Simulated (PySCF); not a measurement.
NMR data simulated for an unnamed compound:

¹H NMR (400 MHz, computed): δ 7.92 (d, 1H), 7.75 (br s, 1H), 7.49 (m, 1H), 7.46 (m, 1H), 7.41 (m, 1H), 7.24 (m, 1H), 6.83 (m, 1H).

¹³C{¹H} NMR (computed): δ 141.8 (C), 135.4 (C), 128.3 (CH), 127.9 (CH), 127.3 (CH), 126.1 (CH), 115.1 (CH), 108.7 (CH).

[PySCF 2.14: PBE0-D3(BJ)/def2-TZVP geometry; NMR shieldings at B97-2/pcSseg-2/GIAO; non-relativistic; isolated molecule; one conformer]

References, each an isolated molecule treated in the same way: ¹H (31.64 ppm), ¹³C (185.38 ppm) against TMS.

Problem. Which of these does the molecule contain: a CF3 group, an OH group, a heteroaromatic ring, a benzene ring, a Si–H bond, an NH or NH2 group?

Solution. 
- A CF3 group: no.
- An OH group: no.
- A heteroaromatic ring: yes.
- A benzene ring: yes.
- A Si–H bond: no.
- An NH or NH2 group: yes (δH 7.75 (br s)).

The data belong to Indole (c1cccc2[nH]ccc21, C8H7N); they needn't prove each group on their own.

Carbon signals by region: 8 in the sp2 and nitrile region (100–160 ppm).

The OH or NH signal is concentration- and solvent-dependent in practice; the value given is the gas-phase one. Shifts are as computed. Against solution values, carbons near 30 ppm lie about +3 ppm off and those near 130 ppm about +7 ppm. Of 1309 compounds with measured shifts, 239 miss one by over three times the rms of a fit or turn the order of signals round; such compounds aren't used in these exercises. Multiplicities follow the n + 1 count of equivalent neighbours, as no J values were calculated; m marks all less simple cases, F and P coupling included.
